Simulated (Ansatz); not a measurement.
Ansatz (a program for electronic structure) input (HF/3-21G): The .json file is the Basis Set Exchange's 3-21G.

Ansatz 0.2 input:
```yaml
crystal:
  periodic: [false, false, false]
  atoms:
    - {symbol: C, position_ang: [-1.07316398, 0.16183144, -0.16070936]}
    - {symbol: S, position_ang: [0.56561150, -0.02282333, 0.03622245]}
    - {symbol: H, position_ang: [-1.41183725, 0.96199701, -0.79275689]}
    - {symbol: H, position_ang: [-1.79948818, -0.47522347, 0.30990334]}
    - {symbol: H, position_ang: [0.60052535, -1.09258884, 0.86755046]}
basis:
  gaussian:
    orbitals: 3-21G.json
hamiltonian:
  xc: {name: HF}
total_charge: 1
phonons: {temperatures: {t_min: 298.15, t_max: 298.15, t_step: 100}}
```

Output:

```
Functional definition: HF
integrals: 0.00 GiB planned
359 factors; integrals over basis functions are off by at most 6.9e-4 eV
mean field: 0.05 GiB planned
mean field evaluation 1: about -11825.6674 eV, gradient 1.4e1 eV
mean field evaluation 2: about -11825.6672 eV, gradient 1.4e1 eV
mean field evaluation 4: about -11826.3014 eV, gradient 1.5e0 eV
mean field evaluation 8: about -11826.3184 eV, gradient 7.2e-5 eV
mean field -11826.31827219 eV, -434.6091803365 hartree, gradient 3.2e-5 eV, S^2 0.000000; 0 other end points of the search recorded, 0 dependent functions left out
the calculation of the forces begins
reference -11826.31827219 eV, -434.6091803365 hartree; 12, 12 occupied and 16, 16 virtual orbitals, 359 factors
these checks for a lower state are left out or cut short: stability, starts, cluster_reference, orbital_swaps, neighbouring_geometries, increment
integrals: 0.00 GiB planned
359 factors; integrals over basis functions are off by at most 6.9e-4 eV
mean field: 0.05 GiB planned
mean field evaluation 16: about -11826.3181 eV, gradient 1.0e-5 eV
mean field -11826.31806518 eV, -434.6091727290 hartree, gradient 1.3e-6 eV, S^2 0.000000; 0 other end points of the search recorded, 0 dependent functions left out
the calculation of the forces begins
reference -11826.31806518 eV, -434.6091727290 hartree; 12, 12 occupied and 16, 16 virtual orbitals, 359 factors
these checks for a lower state are left out or cut short: stability, starts, cluster_reference, orbital_swaps, neighbouring_geometries, increment
integrals: 0.00 GiB planned
359 factors; integrals over basis functions are off by at most 6.9e-4 eV
mean field: 0.05 GiB planned
mean field -11826.31805185 eV, -434.6091722391 hartree, gradient 1.3e-6 eV, S^2 0.000000; 0 other end points of the search recorded, 0 dependent functions left out
the calculation of the forces begins
reference -11826.31805185 eV, -434.6091722391 hartree; 12, 12 occupied and 16, 16 virtual orbitals, 359 factors
these checks for a lower state are left out or cut short: stability, starts, cluster_reference, orbital_swaps, neighbouring_geometries, increment
integrals: 0.00 GiB planned
359 factors; integrals over basis functions are off by at most 6.9e-4 eV
mean field: 0.05 GiB planned
mean field evaluation 32: about -11826.3182 eV, gradient 1.0e-5 eV
mean field -11826.31815438 eV, -434.6091760070 hartree, gradient 1.3e-6 eV, S^2 0.000000; 0 other end points of the search recorded, 0 dependent functions left out
the calculation of the forces begins
reference -11826.31815438 eV, -434.6091760070 hartree; 12, 12 occupied and 16, 16 virtual orbitals, 359 factors
these checks for a lower state are left out or cut short: stability, starts, cluster_reference, orbital_swaps, neighbouring_geometries, increment
integrals: 0.00 GiB planned
359 factors; integrals over basis functions are off by at most 6.9e-4 eV
mean field: 0.05 GiB planned
mean field -11826.31815281 eV, -434.6091759493 hartree, gradient 1.3e-6 eV, S^2 0.000000; 0 other end points of the search recorded, 0 dependent functions left out
the calculation of the forces begins
reference -11826.31815281 eV, -434.6091759493 hartree; 12, 12 occupied and 16, 16 virtual orbitals, 359 factors
these checks for a lower state are left out or cut short: stability, starts, cluster_reference, orbital_swaps, neighbouring_geometries, increment
integrals: 0.00 GiB planned
359 factors; integrals over basis functions are off by at most 6.9e-4 eV
mean field: 0.05 GiB planned
mean field -11826.31817463 eV, -434.6091767513 hartree, gradient 1.3e-6 eV, S^2 0.000000; 0 other end points of the search recorded, 0 dependent functions left out
the calculation of the forces begins
reference -11826.31817463 eV, -434.6091767513 hartree; 12, 12 occupied and 16, 16 virtual orbitals, 359 factors
these checks for a lower state are left out or cut short: stability, starts, cluster_reference, orbital_swaps, neighbouring_geometries, increment
integrals: 0.00 GiB planned
359 factors; integrals over basis functions are off by at most 6.9e-4 eV
mean field: 0.05 GiB planned
mean field -11826.31817470 eV, -434.6091767539 hartree, gradient 1.3e-6 eV, S^2 0.000000; 0 other end points of the search recorded, 0 dependent functions left out
the calculation of the forces begins
reference -11826.31817470 eV, -434.6091767539 hartree; 12, 12 occupied and 16, 16 virtual orbitals, 359 factors
these checks for a lower state are left out or cut short: stability, starts, cluster_reference, orbital_swaps, neighbouring_geometries, increment
integrals: 0.00 GiB planned
359 factors; integrals over basis functions are off by at most 6.9e-4 eV
mean field: 0.05 GiB planned
mean field evaluation 64: about -11826.3182 eV, gradient 1.3e-6 eV
[...]
integrals: 0.00 GiB planned
359 factors; integrals over basis functions are off by at most 6.9e-4 eV
mean field: 0.05 GiB planned
mean field -11826.31821258 eV, -434.6091781459 hartree, gradient 1.3e-6 eV, S^2 0.000000; 0 other end points of the search recorded, 0 dependent functions left out
the calculation of the forces begins
reference -11826.31821258 eV, -434.6091781459 hartree; 12, 12 occupied and 16, 16 virtual orbitals, 359 factors
these checks for a lower state are left out or cut short: stability, starts, cluster_reference, orbital_swaps, neighbouring_geometries, increment
integrals: 0.00 GiB planned
359 factors; integrals over basis functions are off by at most 6.9e-4 eV
mean field: 0.05 GiB planned
mean field -11826.31815853 eV, -434.6091761597 hartree, gradient 1.3e-6 eV, S^2 0.000000; 0 other end points of the search recorded, 0 dependent functions left out
the calculation of the forces begins
reference -11826.31815853 eV, -434.6091761597 hartree; 12, 12 occupied and 16, 16 virtual orbitals, 359 factors
these checks for a lower state are left out or cut short: stability, starts, cluster_reference, orbital_swaps, neighbouring_geometries, increment
integrals: 0.00 GiB planned
359 factors; integrals over basis functions are off by at most 6.9e-4 eV
mean field: 0.05 GiB planned
mean field -11826.31816321 eV, -434.6091763317 hartree, gradient 1.3e-6 eV, S^2 0.000000; 0 other end points of the search recorded, 0 dependent functions left out
the calculation of the forces begins
reference -11826.31816321 eV, -434.6091763317 hartree; 12, 12 occupied and 16, 16 virtual orbitals, 359 factors
these checks for a lower state are left out or cut short: stability, starts, cluster_reference, orbital_swaps, neighbouring_geometries, increment
integrals: 0.00 GiB planned
359 factors; integrals over basis functions are off by at most 6.9e-4 eV
mean field: 0.05 GiB planned
mean field -11826.31825355 eV, -434.6091796516 hartree, gradient 1.3e-6 eV, S^2 0.000000; 0 other end points of the search recorded, 0 dependent functions left out
the calculation of the forces begins
reference -11826.31825355 eV, -434.6091796516 hartree; 12, 12 occupied and 16, 16 virtual orbitals, 359 factors
these checks for a lower state are left out or cut short: stability, starts, cluster_reference, orbital_swaps, neighbouring_geometries, increment
integrals: 0.00 GiB planned
359 factors; integrals over basis functions are off by at most 6.9e-4 eV
mean field: 0.05 GiB planned
mean field evaluation 96: about -11826.3182 eV, gradient 5.8e-2 eV
mean field -11826.31825293 eV, -434.6091796289 hartree, gradient 2.8e-6 eV, S^2 0.000000; 0 other end points of the search recorded, 0 dependent functions left out
the calculation of the forces begins
reference -11826.31825293 eV, -434.6091796289 hartree; 12, 12 occupied and 16, 16 virtual orbitals, 359 factors
these checks for a lower state are left out or cut short: stability, starts, cluster_reference, orbital_swaps, neighbouring_geometries, increment
integrals: 0.00 GiB planned
359 factors; integrals over basis functions are off by at most 6.9e-4 eV
mean field: 0.05 GiB planned
mean field -11826.31819400 eV, -434.6091774631 hartree, gradient 1.3e-6 eV, S^2 0.000000; 0 other end points of the search recorded, 0 dependent functions left out
the calculation of the forces begins
reference -11826.31819400 eV, -434.6091774631 hartree; 12, 12 occupied and 16, 16 virtual orbitals, 359 factors
these checks for a lower state are left out or cut short: stability, starts, cluster_reference, orbital_swaps, neighbouring_geometries, increment
integrals: 0.00 GiB planned
359 factors; integrals over basis functions are off by at most 6.9e-4 eV
mean field: 0.05 GiB planned
mean field -11826.31820036 eV, -434.6091776969 hartree, gradient 1.3e-6 eV, S^2 0.000000; 0 other end points of the search recorded, 0 dependent functions left out
the calculation of the forces begins
reference -11826.31820036 eV, -434.6091776969 hartree; 12, 12 occupied and 16, 16 virtual orbitals, 359 factors
these checks for a lower state are left out or cut short: stability, starts, cluster_reference, orbital_swaps, neighbouring_geometries, increment
integrals: 0.00 GiB planned
359 factors; integrals over basis functions are off by at most 6.9e-4 eV
mean field: 0.05 GiB planned
mean field -11826.31823456 eV, -434.6091789538 hartree, gradient 1.3e-6 eV, S^2 0.000000; 0 other end points of the search recorded, 0 dependent functions left out
the calculation of the forces begins
reference -11826.31823456 eV, -434.6091789538 hartree; 12, 12 occupied and 16, 16 virtual orbitals, 359 factors
these checks for a lower state are left out or cut short: stability, starts, cluster_reference, orbital_swaps, neighbouring_geometries, increment
integrals: 0.00 GiB planned
359 factors; integrals over basis functions are off by at most 6.9e-4 eV
mean field: 0.05 GiB planned
mean field evaluation 128: about -11826.3182 eV, gradient 1.7e-6 eV
mean field -11826.31823727 eV, -434.6091790532 hartree, gradient 1.8e-6 eV, S^2 0.000000; 0 other end points of the search recorded, 0 dependent functions left out
the calculation of the forces begins
reference -11826.31823727 eV, -434.6091790532 hartree; 12, 12 occupied and 16, 16 virtual orbitals, 359 factors
these checks for a lower state are left out or cut short: stability, starts, cluster_reference, orbital_swaps, neighbouring_geometries, increment
integrals: 0.00 GiB planned
359 factors; integrals over basis functions are off by at most 6.9e-4 eV
mean field: 0.05 GiB planned
mean field -11826.31819624 eV, -434.6091775455 hartree, gradient 1.3e-6 eV, S^2 0.000000; 0 other end points of the search recorded, 0 dependent functions left out
the calculation of the forces begins
reference -11826.31819624 eV, -434.6091775455 hartree; 12, 12 occupied and 16, 16 virtual orbitals, 359 factors
these checks for a lower state are left out or cut short: stability, starts, cluster_reference, orbital_swaps, neighbouring_geometries, increment
integrals: 0.00 GiB planned
359 factors; integrals over basis functions are off by at most 6.9e-4 eV
mean field: 0.05 GiB planned
mean field -11826.31819847 eV, -434.6091776272 hartree, gradient 1.3e-6 eV, S^2 0.000000; 0 other end points of the search recorded, 0 dependent functions left out
the calculation of the forces begins
reference -11826.31819847 eV, -434.6091776272 hartree; 12, 12 occupied and 16, 16 virtual orbitals, 359 factors
these checks for a lower state are left out or cut short: stability, starts, cluster_reference, orbital_swaps, neighbouring_geometries, increment
integrals: 0.00 GiB planned
359 factors; integrals over basis functions are off by at most 6.9e-4 eV
mean field: 0.05 GiB planned
mean field -11826.31826424 eV, -434.6091800445 hartree, gradient 1.5e-6 eV, S^2 0.000000; 0 other end points of the search recorded, 0 dependent functions left out
the calculation of the forces begins
reference -11826.31826424 eV, -434.6091800445 hartree; 12, 12 occupied and 16, 16 virtual orbitals, 359 factors
these checks for a lower state are left out or cut short: stability, starts, cluster_reference, orbital_swaps, neighbouring_geometries, increment
integrals: 0.00 GiB planned
359 factors; integrals over basis functions are off by at most 6.9e-4 eV
mean field: 0.05 GiB planned
mean field -11826.31826353 eV, -434.6091800181 hartree, gradient 1.3e-6 eV, S^2 0.000000; 0 other end points of the search recorded, 0 dependent functions left out
the calculation of the forces begins
reference -11826.31826353 eV, -434.6091800181 hartree; 12, 12 occupied and 16, 16 virtual orbitals, 359 factors
Total energy: -11826.31827219 eV, -434.6091803365 hartree
Atom 0 at    -1.073164     0.161831    -0.160709 Å, force     0.000544     0.002226    -0.001710 eV/Å
Atom 1 at     0.565612    -0.022823     0.036222 Å, force    -0.000128    -0.000134     0.000100 eV/Å
Atom 2 at    -1.411837     0.961997    -0.792757 Å, force     0.000156    -0.000894     0.000699 eV/Å
Atom 3 at    -1.799488    -0.475223     0.309903 Å, force    -0.000773    -0.000961     0.000721 eV/Å
Atom 4 at     0.600525    -1.092589     0.867550 Å, force     0.000202    -0.000236     0.000190 eV/Å
Dipole moment:    -0.546526    -0.189591     0.129245 e Å
Vibrations: 874.83 920.01 982.01 1204.24 1205.87 1584.79 2581.89 3307.28 3431.10 cm⁻¹, zero-point energy 0.997578 eV
```

The blocks after the first are displaced geometries, from whose forces the wavenumbers follow.

The dipole moment of an ion depends on the origin.
